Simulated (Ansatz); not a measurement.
```yaml
crystal:
  periodic: [false, false, false]
  atoms:
    - {symbol: F, position_ang: [-0.587483, 0.371998, -3.166112]}
    - {symbol: Ga, position_ang: [-0.274196, 0.172885, -1.472396]}
    - {symbol: C, position_ang: [1.030640, 0.091935, 0.005796]}
    - {symbol: Si, position_ang: [-0.543381, -0.187493, 1.033424]}
    - {symbol: O, position_ang: [-1.601954, -0.111571, -0.243561]}
    - {symbol: H, position_ang: [1.737091, -0.735658, -0.067412]}
    - {symbol: H, position_ang: [1.579334, 1.020321, 0.168182]}
    - {symbol: H, position_ang: [-0.562049, -1.510714, 1.710196]}
    - {symbol: H, position_ang: [-0.777993, 0.888297, 2.031883]}
basis:
  gaussian: {orbitals: cc-pVDZ}
hamiltonian: {xc: {name: HF}}
correlation: {method: mp2, frozen_orbitals: {F: 0}}
```

```sh
$ ansatz run in.yaml --threads 4 --pin off --events-out ev --progress --plain --max-ram 10444MiB
```

Output, abridged:

```
Functional definition: HF
Error: "frozen_orbitals" has no count for Ga
```

**Question.** Something in this input is off. What?

**Answer.** Frozen orbitals are typed for one element alone, and the program wants a count for each. The input was rejected before any iteration.
